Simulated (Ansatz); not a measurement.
Mulliken charges of `C[O][Zn][OH]` from ωB97M-V/def2-TZVPP in Ansatz (PBE0-D4/def2-TZVP geometry).

| atom | x (Å) | y (Å) | z (Å) | charge (e) |
| --- | --- | --- | --- | --- |
| C1 | 0.096 | 1.312 | -0.820 | -0.132 |
| O2 | 0.864 | 0.310 | -0.212 | -0.485 |
| Zn3 | 0.232 | -1.025 | 0.752 | 0.615 |
| O4 | -0.259 | -2.332 | 1.833 | -0.486 |
| H5 | 0.774 | 2.003 | -1.333 | 0.108 |
| H6 | -0.488 | 1.899 | -0.099 | 0.103 |
| H7 | -0.600 | 0.917 | -1.573 | 0.101 |
| H8 | -0.527 | -3.141 | 1.395 | 0.177 |

Q: By hand: the dipole of these point charges (1 e Å = 4.8032 D).

A: Σ q r = (-0.284, 0.128, -0.283) e Å, of length 0.421 e Å = 2.02 D.

Q: How does the dipole of the full density compare? (Best estimate.)

A: The calculation gave: (-0.238, -0.087, -0.257) e Å, 1.73 D; the point charges give 1.17 times that, at 32° from its direction.

Point charges leave out the atoms' own dipoles, such as those of lone pairs, and Mulliken's split depends on the basis, so the two needn't agree.
